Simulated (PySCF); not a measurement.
Compound: C5H6N2.
SMILES: `Cc1cnccn1`

Computed with PySCF 2.14.0, PBE0/def2-SVP geometry optimisation, gas phase.

Take the most abundant isotopes and a rigid rotor. 

Q: Give the principal moments of inertia and the rotational constants in GHz.

A: Ia = 85.62, Ib = 187.03, Ic = 269.48 u·Å²; 505379 MHz·u·Å²/I gives 5903, 2702 and 1875 MHz, that is A = 5.9028, B = 2.7021, C = 1.8754 GHz.

Q: Classify the top.

A: An asymmetric top. Ray's parameter κ = (2B − A − C)/(A − C) = -0.589; −1 is the prolate and +1 the oblate limit.

Q: Is it planar, by Δ = Ic − Ia − Ib?

A: Not planar: Δ = Ic − Ia − Ib = -3.17 u·Å². For a rigid frame Δ = −2 Σ m c², so Σ m c² = 1.58 u·Å² lies off the ab plane, practically all of it from hydrogen. The atom farthest from that plane is 0.89 Å away.

Q: Where do the levels up to J = 4 lie, in K?

A: Above 0(0,0), as E/k:
J = 1: 1(0,1) 0.220, 1(1,1) 0.373, 1(1,0) 0.413
J = 2: 2(0,2) 0.652, 2(1,2) 0.773, 2(1,1) 0.892, 2(2,1) 1.353, 2(2,0) 1.360
J = 3: 3(0,3) 1.286, 3(1,3) 1.369, 3(1,2) 1.606, 3(2,2) 2.012, 3(2,1) 2.044, 3(3,1) 2.883, 3(3,0) 2.884
J = 4: 4(0,4) 2.106, 4(1,4) 2.156, 4(1,3) 2.548, 4(2,3) 2.885, 4(2,2) 2.976, 4(3,2) 3.773, 4(3,1) 3.778, 4(4,1) 4.977, 4(4,0) 4.977
Those of J = 1 are B + C, A + C and A + B.

Q: Which lines would a microwave search look for?

A: The dipole components are |μa| = 0.63 D, |μb| = 0.01 D, |μc| = 0.00 D; the mirror of this Cs structure is the ab plane, so μc vanishes by symmetry and there are no c-type lines. The squared components, which scale the intensities, stand as 1.00 : 0.00 (a : b). Some lines, for components of 0.1 D or more:

```tsv
type	branch	J(Ka,Kc)	MHz	lower level (cm⁻¹)
a	Q	3(2,1) ← 3(2,2)	677	1.398
a	Q	1(1,0) ← 1(1,1)	827	0.259
a	Q	4(2,2) ← 4(2,3)	1889	2.005
a	Q	2(1,1) ← 2(1,2)	2480	0.537
a	R	1(0,1) ← 0(0,0)	4578	0.000
a	Q	3(1,2) ← 3(1,3)	4945	0.951
a	Q	4(1,3) ← 4(1,4)	8163	1.499
a	R	2(1,2) ← 1(1,1)	8328	0.259
a	R	2(0,2) ← 1(0,1)	9015	0.153
a	R	2(1,1) ← 1(1,0)	9982	0.287
a	R	3(1,3) ← 2(1,2)	12411	0.537
a	R	3(0,3) ← 2(0,2)	13196	0.453
a	R	3(2,2) ← 2(2,1)	13733	0.940
a	R	3(2,1) ← 2(2,0)	14270	0.945
a	R	3(1,2) ← 2(1,1)	14876	0.620
a	R	4(1,4) ← 3(1,3)	16416	0.951
a	R	4(0,4) ← 3(0,3)	17097	0.894
a	R	4(2,3) ← 3(2,2)	18200	1.398
a	R	4(3,2) ← 3(3,1)	18551	2.004
a	R	4(3,1) ← 3(3,0)	18641	2.004
a	R	4(2,2) ← 3(2,1)	19412	1.421
a	R	4(1,3) ← 3(1,2)	19633	1.116
```

Q: Estimate the classical rotational partition function at 25 K, 50 K and 500 K.

A: Point group Cs, symmetry number σ = 1; q = (√π/σ)·√((kT/h)³/(ABC)), k/h = 20836.6 MHz/K: 3850 at 25 K, 10900 at 50 K, 345000 at 500 K.

PBE0/def2-SVP frequencies: not computed here. No vibrational averaging or centrifugal distortion is included, and the geometry carries the error of its method. A rigid rotor knows nothing of internal rotation, which can split or shift real lines. Quadrupole hyperfine structure (14N) is left out.
